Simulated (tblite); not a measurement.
Record of a relaxation.

Compound: C4H10BN.
SMILES with atom numbers: `[CH2:1]=[CH:2][BH:3][N:4]([CH3:5])[CH3:6]` (hydrogens: H7, H8 on C1; H9 on C2; H10 on B3; H11, H12, H13 on C5; H14, H15, H16 on C6)

Computed with GFN2-xTB (tblite), gas phase: L-BFGS steps from a force-field or distance-geometry start until the largest atomic force falls under 0.01 eV/Å. 11 of its 94 geometries are shown.

Step 0: E = -483.5820 eV, largest atomic force 2.672 eV/Å
```
atom  x, y, z in Å  |  force x, y, z in eV/Å
C1      2.982   -0.198   -0.175   -0.645   0.015   0.154
C2      1.781   -0.514    0.333   -0.096  -0.058  -0.165
B3      0.544    0.409    0.168   -1.363  -0.341   1.200
N4     -0.809    0.041    0.805    1.397   0.680  -2.174
C5     -1.721    1.186    0.810   -0.372   0.130   0.047
C6     -1.421   -1.090    0.080    0.139  -0.325   0.634
H7      3.822   -0.855   -0.038    0.261   0.102  -0.080
H8      3.122    0.728   -0.732    0.064  -0.422   0.182
H9      1.683   -1.446    0.901    0.129   0.303  -0.231
H10     0.660    1.453   -0.382   -0.052  -0.151   0.300
H11    -1.949    1.521   -0.237    0.005  -0.101   0.752
H12    -1.280    2.031    1.374   -0.113  -0.513  -0.385
H13    -2.679    0.924    1.318    0.574   0.019  -0.364
H14    -1.602   -0.830   -0.987    0.000  -0.244   0.506
H15    -2.382   -1.367    0.559    0.400   0.229  -0.248
H16    -0.760   -1.983    0.141   -0.329   0.677  -0.128
```

Step 9: E = -484.2571 eV, largest atomic force 0.600 eV/Å
```
atom  x, y, z in Å  |  force x, y, z in eV/Å
C1      2.925   -0.238   -0.165    0.053  -0.086   0.052
C2      1.724   -0.569    0.303    0.137   0.352  -0.056
B3      0.553    0.465    0.220    0.401   0.253  -0.276
N4     -0.777    0.154    0.400   -0.591   0.067  -0.082
C5     -1.735    1.209    0.685    0.209  -0.213   0.079
C6     -1.403   -1.109    0.088   -0.032   0.161  -0.138
H7      3.812   -0.830   -0.030    0.092  -0.256  -0.007
H8      3.085    0.670   -0.721   -0.078   0.096  -0.014
H9      1.652   -1.501    0.866   -0.138   0.155  -0.169
H10     0.762    1.619   -0.017    0.235  -0.373   0.385
H11    -2.151    1.697   -0.211    0.092  -0.229   0.205
H12    -1.218    1.943    1.303   -0.262   0.149  -0.129
H13    -2.532    0.748    1.272   -0.225   0.313  -0.022
H14    -1.731   -1.071   -0.965   -0.055  -0.207   0.188
H15    -2.293   -1.263    0.717    0.319  -0.190  -0.083
H16    -0.680   -1.916    0.195   -0.158   0.007   0.066
```

Step 19: E = -484.4104 eV, largest atomic force 0.220 eV/Å
```
atom  x, y, z in Å  |  force x, y, z in eV/Å
C1      2.948   -0.250   -0.186   -0.001  -0.094  -0.049
C2      1.718   -0.537    0.235    0.033   0.081   0.106
B3      0.549    0.499    0.230    0.143   0.104   0.083
N4     -0.800    0.186    0.343    0.155   0.030  -0.038
C5     -1.769    1.221    0.658   -0.002  -0.102  -0.054
C6     -1.379   -1.118    0.086   -0.007   0.146  -0.023
H7      3.796   -0.912   -0.065   -0.097  -0.048  -0.005
H8      3.170    0.671   -0.710   -0.100  -0.083   0.077
H9      1.569   -1.471    0.776    0.086  -0.033  -0.199
H10     0.879    1.633    0.261   -0.211  -0.040   0.046
H11    -2.212    1.661   -0.242    0.004  -0.038   0.000
H12    -1.286    2.006    1.238   -0.005   0.017  -0.151
H13    -2.574    0.811    1.270   -0.064  -0.066  -0.007
H14    -1.791   -1.196   -0.930    0.074   0.152   0.070
H15    -2.201   -1.298    0.780    0.024  -0.132   0.095
H16    -0.625   -1.898    0.193   -0.032   0.105   0.050
```

Step 28: E = -484.4976 eV, largest atomic force 0.180 eV/Å
```
atom  x, y, z in Å  |  force x, y, z in eV/Å
C1      2.952   -0.287   -0.209   -0.062  -0.008  -0.074
C2      1.711   -0.504    0.216   -0.015  -0.029   0.077
B3      0.561    0.551    0.358    0.100  -0.001   0.013
N4     -0.786    0.219    0.403    0.180  -0.004  -0.012
C5     -1.809    1.224    0.603    0.001  -0.099  -0.028
C6     -1.323   -1.096    0.133   -0.001   0.084   0.002
H7      3.714   -1.056   -0.171   -0.052   0.076  -0.107
H8      3.256    0.650   -0.649   -0.007   0.032   0.127
H9      1.531   -1.512    0.580   -0.081  -0.014   0.085
H10     0.826    1.686    0.514    0.083  -0.019  -0.031
H11    -2.264    1.525   -0.346    0.001  -0.010  -0.051
H12    -1.372    2.101    1.076   -0.057  -0.031  -0.054
H13    -2.603    0.831    1.241   -0.020   0.001   0.088
H14    -1.789   -1.123   -0.859    0.027  -0.056   0.019
H15    -2.085   -1.363    0.870   -0.026   0.024   0.046
H16    -0.528   -1.838    0.178   -0.070   0.054  -0.098
```

Step 37: E = -484.5320 eV, largest atomic force 0.073 eV/Å
```
atom  x, y, z in Å  |  force x, y, z in eV/Å
C1      2.924   -0.303   -0.218    0.003   0.035   0.047
C2      1.704   -0.513    0.262   -0.011  -0.025  -0.008
B3      0.590    0.571    0.432    0.037  -0.023  -0.009
N4     -0.756    0.239    0.416    0.070  -0.017   0.014
C5     -1.816    1.210    0.569    0.011  -0.011  -0.013
C6     -1.294   -1.074    0.146    0.005   0.006   0.005
H7      3.659   -1.091   -0.317   -0.022   0.032  -0.005
H8      3.245    0.675   -0.539   -0.013   0.016  -0.017
H9      1.480   -1.535    0.558    0.023  -0.036   0.016
H10     0.877    1.700    0.585    0.008  -0.015   0.014
H11    -2.286    1.419   -0.397   -0.061   0.018  -0.026
H12    -1.426    2.139    0.975    0.032   0.007  -0.025
H13    -2.583    0.823    1.244   -0.015   0.043   0.029
H14    -1.801   -1.088   -0.825   -0.040  -0.002   0.011
H15    -2.020   -1.345    0.919   -0.007  -0.053  -0.027
H16    -0.503   -1.818    0.127   -0.021   0.025  -0.004
```

Step 46: E = -484.5415 eV, largest atomic force 0.129 eV/Å
```
atom  x, y, z in Å  |  force x, y, z in eV/Å
C1      2.913   -0.287   -0.206   -0.024  -0.006   0.011
C2      1.708   -0.540    0.291   -0.037   0.011  -0.072
B3      0.592    0.543    0.466    0.011   0.008   0.005
N4     -0.760    0.237    0.418    0.104  -0.057   0.052
C5     -1.811    1.220    0.550    0.014  -0.028   0.033
C6     -1.299   -1.076    0.144   -0.031  -0.006  -0.030
H7      3.657   -1.057   -0.350    0.041   0.011   0.012
H8      3.204    0.706   -0.511   -0.018  -0.006   0.013
H9      1.510   -1.575    0.559    0.000   0.029   0.029
H10     0.903    1.667    0.621   -0.041  -0.015   0.020
H11    -2.322    1.377   -0.405   -0.011   0.000  -0.048
H12    -1.399    2.166    0.888    0.045   0.047  -0.029
H13    -2.557    0.888    1.277   -0.013  -0.027   0.041
H14    -1.841   -1.067   -0.805   -0.035  -0.030  -0.078
H15    -2.005   -1.385    0.923    0.054   0.039   0.036
H16    -0.500   -1.809    0.078   -0.060   0.031   0.004
```

Step 56: E = -484.5478 eV, largest atomic force 0.040 eV/Å
```
atom  x, y, z in Å  |  force x, y, z in eV/Å
C1      2.908   -0.277   -0.201    0.003   0.006   0.008
C2      1.707   -0.556    0.291    0.011   0.012   0.016
B3      0.592    0.523    0.478    0.012   0.005   0.012
N4     -0.758    0.227    0.406    0.006  -0.009   0.024
C5     -1.796    1.223    0.540    0.002  -0.015  -0.001
C6     -1.313   -1.078    0.132   -0.015  -0.003   0.003
H7      3.678   -1.020   -0.347    0.008  -0.018   0.009
H8      3.167    0.728   -0.497    0.017   0.005  -0.011
H9      1.523   -1.591    0.568    0.000   0.015  -0.016
H10     0.896    1.640    0.675    0.012   0.012  -0.013
H11    -2.343    1.335   -0.401   -0.027   0.006  -0.024
H12    -1.361    2.181    0.808    0.005   0.008  -0.002
H13    -2.514    0.932    1.313    0.003  -0.012   0.025
H14    -1.888   -1.060   -0.799   -0.025  -0.005  -0.031
H15    -1.986   -1.387    0.939    0.004   0.002   0.003
H16    -0.519   -1.811    0.033   -0.017  -0.009  -0.004
```

Step 65: E = -484.5489 eV, largest atomic force 0.028 eV/Å
```
atom  x, y, z in Å  |  force x, y, z in eV/Å
C1      2.916   -0.273   -0.196   -0.006  -0.002  -0.001
C2      1.712   -0.550    0.292    0.005  -0.004   0.002
B3      0.593    0.524    0.480    0.006  -0.002  -0.027
N4     -0.756    0.223    0.404   -0.015   0.008   0.017
C5     -1.794    1.219    0.541    0.001   0.001   0.001
C6     -1.320   -1.079    0.128   -0.001   0.005   0.005
H7      3.683   -1.020   -0.337    0.009  -0.016   0.005
H8      3.180    0.728   -0.498    0.008   0.009   0.010
H9      1.526   -1.585    0.566    0.004   0.001   0.000
H10     0.895    1.644    0.672   -0.005  -0.005  -0.004
H11    -2.353    1.322   -0.395   -0.016   0.003   0.000
H12    -1.357    2.180    0.795   -0.007  -0.003  -0.002
H13    -2.501    0.933    1.327    0.005   0.000   0.009
H14    -1.903   -1.053   -0.798   -0.010   0.000  -0.017
H15    -1.991   -1.385    0.939    0.014   0.001  -0.002
H16    -0.536   -1.820    0.019    0.009   0.005   0.004
```

Step 74: E = -484.5498 eV, largest atomic force 0.025 eV/Å
```
atom  x, y, z in Å  |  force x, y, z in eV/Å
C1      2.927   -0.275   -0.188   -0.019   0.003   0.002
C2      1.716   -0.548    0.286   -0.006  -0.007   0.007
B3      0.592    0.525    0.462    0.011   0.004  -0.007
N4     -0.759    0.225    0.391   -0.009   0.008   0.022
C5     -1.799    1.217    0.546    0.014   0.006   0.008
C6     -1.325   -1.076    0.121    0.003  -0.001   0.006
H7      3.693   -1.026   -0.319    0.001  -0.001   0.018
H8      3.200    0.725   -0.486   -0.002   0.005  -0.004
H9      1.529   -1.582    0.564   -0.017  -0.004  -0.018
H10     0.891    1.645    0.654    0.009   0.013  -0.009
H11    -2.382    1.312   -0.377    0.002  -0.003   0.018
H12    -1.362    2.182    0.785   -0.002  -0.002  -0.012
H13    -2.484    0.931    1.351    0.003   0.003  -0.009
H14    -1.917   -1.050   -0.799   -0.005  -0.009  -0.017
H15    -1.988   -1.380    0.939    0.011  -0.011  -0.002
H16    -0.540   -1.816    0.008    0.006  -0.006  -0.004
```

Step 84: E = -484.5516 eV, largest atomic force 0.016 eV/Å
```
atom  x, y, z in Å  |  force x, y, z in eV/Å
C1      2.936   -0.281   -0.162    0.000   0.008  -0.002
C2      1.708   -0.548    0.269    0.003   0.001   0.003
B3      0.591    0.534    0.430    0.001  -0.007  -0.001
N4     -0.760    0.231    0.378   -0.001  -0.002  -0.002
C5     -1.803    1.215    0.559    0.006   0.002   0.000
C6     -1.323   -1.072    0.110   -0.004  -0.004   0.003
H7      3.704   -1.034   -0.266   -0.008  -0.008   0.000
H8      3.224    0.718   -0.448    0.006   0.014   0.006
H9      1.504   -1.583    0.531   -0.006   0.003  -0.003
H10     0.896    1.655    0.606   -0.007  -0.003  -0.004
H11    -2.437    1.273   -0.333    0.002   0.005   0.003
H12    -1.369    2.193    0.744    0.006  -0.005   0.001
H13    -2.440    0.946    1.408    0.003   0.005  -0.006
H14    -1.936   -1.042   -0.797   -0.003  -0.002  -0.007
H15    -1.964   -1.391    0.939    0.003  -0.004   0.009
H16    -0.536   -1.806   -0.030    0.002  -0.001   0.001
```

Step 93: E = -484.5519 eV, largest atomic force 0.009 eV/Å
```
atom  x, y, z in Å  |  force x, y, z in eV/Å
C1      2.937   -0.279   -0.156    0.003   0.000   0.001
C2      1.706   -0.545    0.265    0.002  -0.005  -0.005
B3      0.589    0.535    0.425    0.003  -0.002  -0.002
N4     -0.762    0.231    0.373    0.002   0.000   0.000
C5     -1.802    1.216    0.559    0.001  -0.002   0.001
C6     -1.323   -1.074    0.110   -0.002  -0.003   0.005
H7      3.700   -1.037   -0.262    0.009  -0.001   0.000
H8      3.233    0.721   -0.431   -0.004   0.004   0.005
H9      1.497   -1.581    0.518    0.002  -0.003  -0.005
H10     0.891    1.657    0.599    0.001   0.006  -0.002
H11    -2.445    1.271   -0.326    0.003   0.004  -0.005
H12    -1.362    2.193    0.735   -0.008  -0.005   0.001
H13    -2.431    0.951    1.416   -0.004   0.006   0.001
H14    -1.943   -1.048   -0.793   -0.006   0.004  -0.003
H15    -1.956   -1.396    0.944   -0.003  -0.001   0.007
H16    -0.535   -1.805   -0.037    0.000  -0.003   0.001
```

Problem. Summarise the path.

Solution. The energy falls by 0.9698 eV from step 0 to step 93; nine tenths of that is first reached at step 23. It falls at every step. The largest force goes from 2.672 to 0.009 eV/Å. Among the bonds B3–N4 changes most, from 1.541 to 1.385 Å; the atoms move by 0.457 Å rms after alignment.

Problem. Follow the three bonds and two angles with the largest change from start to end.

Solution. 
| step | E above end (eV) | largest force (eV/Å) | B3–N4 (Å) | N4–C6 (Å) | C5–H11 (Å) | B3–N4–C6 (°) | B3–N4–C5 (°) |
| --- | --- | --- | --- | --- | --- | --- | --- |
| 0 | 0.9698 | 2.672 | 1.541 | 1.475 | 1.123 | 110.1 | 111.2 |
| 4 | 0.6248 | 0.577 | 1.429 | 1.440 | 1.088 | 117.5 | 116.1 |
| 8 | 0.3532 | 0.584 | 1.386 | 1.444 | 1.110 | 125.9 | 119.8 |
| 12 | 0.2093 | 0.292 | 1.391 | 1.440 | 1.091 | 126.2 | 120.1 |
| 16 | 0.1682 | 0.319 | 1.388 | 1.449 | 1.095 | 125.9 | 120.7 |
| 20 | 0.1315 | 0.325 | 1.391 | 1.447 | 1.092 | 125.2 | 120.2 |
| 24 | 0.0776 | 0.216 | 1.390 | 1.445 | 1.097 | 125.5 | 121.6 |
| 28 | 0.0543 | 0.180 | 1.388 | 1.446 | 1.095 | 124.9 | 121.6 |
| 32 | 0.0288 | 0.141 | 1.385 | 1.442 | 1.097 | 125.9 | 122.9 |
| 36 | 0.0209 | 0.075 | 1.387 | 1.445 | 1.094 | 125.4 | 123.5 |
| 40 | 0.0173 | 0.085 | 1.386 | 1.445 | 1.097 | 125.7 | 123.3 |
| 44 | 0.0136 | 0.078 | 1.388 | 1.445 | 1.095 | 125.0 | 123.8 |
| 49 | 0.0070 | 0.074 | 1.386 | 1.445 | 1.097 | 125.1 | 123.3 |
| 53 | 0.0051 | 0.045 | 1.385 | 1.444 | 1.095 | 125.0 | 123.5 |
| 57 | 0.0039 | 0.029 | 1.384 | 1.444 | 1.095 | 125.5 | 123.2 |
| 61 | 0.0033 | 0.024 | 1.385 | 1.445 | 1.096 | 125.7 | 123.0 |
| 65 | 0.0030 | 0.028 | 1.385 | 1.445 | 1.095 | 126.0 | 123.0 |
| 69 | 0.0025 | 0.023 | 1.386 | 1.445 | 1.095 | 126.0 | 123.0 |
| 73 | 0.0021 | 0.026 | 1.386 | 1.444 | 1.096 | 125.9 | 123.2 |
| 77 | 0.0012 | 0.044 | 1.385 | 1.444 | 1.096 | 125.9 | 123.3 |
| 81 | 0.0005 | 0.025 | 1.386 | 1.444 | 1.095 | 125.7 | 123.4 |
| 85 | 0.0002 | 0.016 | 1.386 | 1.444 | 1.096 | 125.7 | 123.4 |
| 89 | 0.0001 | 0.016 | 1.385 | 1.445 | 1.095 | 125.7 | 123.3 |
| 93 | 0.0000 | 0.009 | 1.385 | 1.444 | 1.095 | 125.7 | 123.2 |

What follows is the cost of the whole relaxation. Time: 0.37 s wall. Hardware: Arm Neoverse V2, one thread, shared host with 96 logical CPUs at a one-minute load of 75.
